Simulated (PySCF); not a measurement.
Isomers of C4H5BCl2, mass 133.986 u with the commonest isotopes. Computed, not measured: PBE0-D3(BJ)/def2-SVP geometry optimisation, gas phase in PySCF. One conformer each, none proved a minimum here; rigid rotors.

Problem. Order these by rotational constant C, smallest first.
A. `[CH2:1]=[CH:2]/[CH:3]=[CH:4]\[B:5]([Cl:6])[Cl:7]` with C1–C2–C3–C4 180°
B. `[CH3:1][C:2]1=[CH:3][C@H:4]1[B:5]([Cl:6])[Cl:7]` with C3–C4–B5–Cl6 -153°
C. `[CH2:1]=[C:2]=[CH:3][CH2:4][B:5]([Cl:6])[Cl:7]` with C2–C3–C4–B5 -103°, C3–C4–B5–Cl6 -126°

Solution. A (711.4 MHz), C (731.1 MHz), B (934.6 MHz).

Problem. Order these by rotational constant A, smallest first.
A. `[CH3:1][C:2]1=[CH:3][C@H:4]1[B:5]([Cl:6])[Cl:7]` with C3–C4–B5–Cl6 -153°
B. `[CH2:1]=[C:2]=[CH:3][CH2:4][B:5]([Cl:6])[Cl:7]` with C2–C3–C4–B5 -103°, C3–C4–B5–Cl6 -126°
C. `[CH2:1]=[CH:2]/[CH:3]=[CH:4]\[B:5]([Cl:6])[Cl:7]` with C1–C2–C3–C4 180°

Solution. A (2577 MHz), B (3261 MHz), C (3363 MHz).

Problem. Order these by out-of-plane moment Σ m c² = (Ia + Ib − Ic)/2, largest first.
A. `[CH2:1]=[C:2]=[CH:3][CH2:4][B:5]([Cl:6])[Cl:7]` with C2–C3–C4–B5 -103°, C3–C4–B5–Cl6 -126°
B. `[CH2:1]=[CH:2]/[CH:3]=[CH:4]\[B:5]([Cl:6])[Cl:7]` with C1–C2–C3–C4 180°
C. `[CH3:1][C:2]1=[CH:3][C@H:4]1[B:5]([Cl:6])[Cl:7]` with C3–C4–B5–Cl6 -153°

Solution. C (53.35 u·Å²), A (11.60 u·Å²), B (0.01 u·Å²).

| SMILES | point group | Ia (u·Å²) | Ib (u·Å²) | Ic (u·Å²) | κ | μa (D) | μb (D) | μc (D) |
| --- | --- | --- | --- | --- | --- | --- | --- | --- |
| C=C/C=C\B(Cl)Cl | Cs | 150.26 | 560.19 | 710.44 | -0.86 | 2.44 | 0.78 | 0.00 |
| CC1=C[C@H]1B(Cl)Cl | C1 | 196.15 | 451.30 | 540.74 | -0.77 | 2.52 | 0.43 | 0.12 |
| C=C=CCB(Cl)Cl | C1 | 154.97 | 559.51 | 691.29 | -0.86 | 0.74 | 0.70 | 0.37 |
